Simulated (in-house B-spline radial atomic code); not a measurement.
Tc. Computed with a B-spline radial atomic code. Model: all-electron spherical atom, spin shells full or empty, radial basis limit, no spin-orbit coupling, Breit or QED, empty-state partial waves extrapolated as (l+1/2)^-4, RPA, G0W0 and static COHSEX of the highest shell as one setting changes (uncorrelated shells keep exact exchange).

Empty levels are discrete states of a finite basis, so the steps are uneven.

Given: element Tc; charge 0; filled core Kr; hamiltonian one-electron scalar X2C; mean-field start r2SCAN; highest l of empty states 9; nuclear rms radius 4.4112 fm; lowest nl shells left uncorrelated 6; highest mean-field shell 5s down; box radius 40 bohr.

Shell: 4d 5 0, 5s 1 1 (electrons up and down).

```
highest empty level kept (hartree)  RPA correlation energy (hartree)  G0W0 level (eV)  G0W0 minus most complete (meV)  COHSEX level (eV)  linearised minus solved G0W0 (meV)
                                 1                          -0.25763          -6.7066                           361.2            -8.3816                                 217
                                 2                          -0.39592          -6.8623                           205.5            -8.7274                               223.3
                               3.5                          -0.53274           -6.958                           109.7            -8.9415                                 227
                                 6                           -0.6229          -7.0133                            54.4             -9.088                               230.9
                                10                                 ?                ?                               ?                  ?                                   ?
                                18                          -0.76162          -7.0551                            12.6            -9.2117                               234.3
                                30                           -0.7979          -7.0614                             6.3            -9.2346                               234.8
                                60                                 ?                ?                               ?                  ?                                   ?
                               120                          -0.82247          -7.0673                             0.4             -9.256                               235.4
                               250                          -0.82347          -7.0676                             0.1            -9.2575                               235.4
                               600                          -0.82379          -7.0677                               0             -9.258                               235.4
                              2000                          -0.82385          -7.0677                               0            -9.2581                               235.4
```

Q: What follows for highest empty level kept = 60?

A: RPA correlation energy -0.81821 hartree; G0W0 level -7.0661 eV; G0W0 minus most complete 1.6 meV; COHSEX level -9.2521 eV; linearised minus solved G0W0 235.3 meV.

Q: What follows for highest empty level kept = 10?

A: RPA correlation energy -0.69123 hartree; G0W0 level -7.037 eV; G0W0 minus most complete 30.7 meV; COHSEX level -9.1567 eV; linearised minus solved G0W0 232.7 meV.
